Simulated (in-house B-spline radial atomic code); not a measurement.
Results of a calculation; reference values are marked as such.
Cd in an electron gas of r_s = 2.07: phase shifts, screening, friction and resistivity

A nucleus sits in a uniform electron gas with a rigid positive background. The Kohn-Sham equations are solved self-consistently in the spin-unpolarised LDA (PW92), non-relativistic, on B-splines with outgoing waves at the boundary and partial waves to l = 8. The model has no lattice, no bands and no magnetic solution. Atomic units; δ_l are the phase shifts at the Fermi level, counted so that each bound state adds π, and good to about 0.0005.

The density parameter is r_s = 2.07 bohr, near that of the valence electrons of Al (3 per atom, density 2.7 g/cm³, mass 26.98 u, which gives r_s = 2.07).

| l | δ_l (rad) |
| --- | --- |
| 0 | 12.6620 |
| 1 | 10.0002 |
| 2 | 6.3620 |
| 3 | 0.1034 |
| 4 | 0.0175 |
| 5 | 0.0030 |
| 6 | 0.0006 |
| 7 | 0.0001 |
| 8 | 0.0000 |

Bound levels below the band bottom (hartree): d -14.34, s -3.29, p -2.091, d -0.1765, s -0.0115 and deeper ones.

Q: Check the Friedel sum rule, and say where the screening charge sits.

A: k_F = (9π/4)^(1/3)/r_s = 0.92713. The rule is Z = (2/π) Σ (2l + 1) δ_l. The terms are s 8.061, p 19.099, d 20.251, f 0.461 and 0.127 beyond, in all 47.999 against Z = 48. Bound states hold 10 s, 18 p, 20 d electrons, so the scattering states carry 0.00 in all; where a term is smaller than its bound count, the bound level has drawn weight out of the band.

Q: Find the transport cross section and the electronic stopping of a 1 keV Cd ion (mass 112.41 u).

A: σ_tr = (4π/k_F²) Σ (l + 1) sin²(δ_l − δ_(l+1)). The terms for l = 0 to 3 are 0.2131, 0.4540, 0.0018, 0.0294, all together 0.6994, so σ_tr = 14.619 × 0.6994 = 10.225 bohr². With n = 3/(4π r_s³) = 0.02692, the friction coefficient is Q = n k_F σ_tr = 0.2552. For v well below v_F = 0.927, dE/dx = Q v; with 24801 eV per u at v = 1, v = √(1000/(24801 × 112.41)) = 0.0189, so dE/dx = 0.00483 hartree/bohr = 2.48 eV/nm. The largest term couples the p and d waves.

Q: What residual resistivity would 1 atomic per cent of such centres give in Al?

A: Δρ = k_F n_i σ_tr/n in atomic units of 21.74 μΩ·cm. With one host atom per 3 electrons, n_i/n = 0.01/3, so Δρ = 0.9271 × 0.00333 × 10.225 × 21.74 = 0.69 μΩ·cm. This is an atom added to the gas, as on an interstitial site.

Q: On a substitutional site the background of one host ion, a sphere holding 3 charges, is taken out. The phase shifts for l = 0 to 4 become 12.1631, 9.3741, 6.0867, -0.0015, -0.0018. What follows?

A: The Friedel sum is now 45.00, for Z − 3 = 45. The sum in σ_tr is 0.2741, so σ_tr = 4.01 bohr² and Δρ = 0.27 μΩ·cm per atomic per cent, 0.39 times the value above. A real host ion scatters too, so this model doesn't give zero even for the host's own atom.
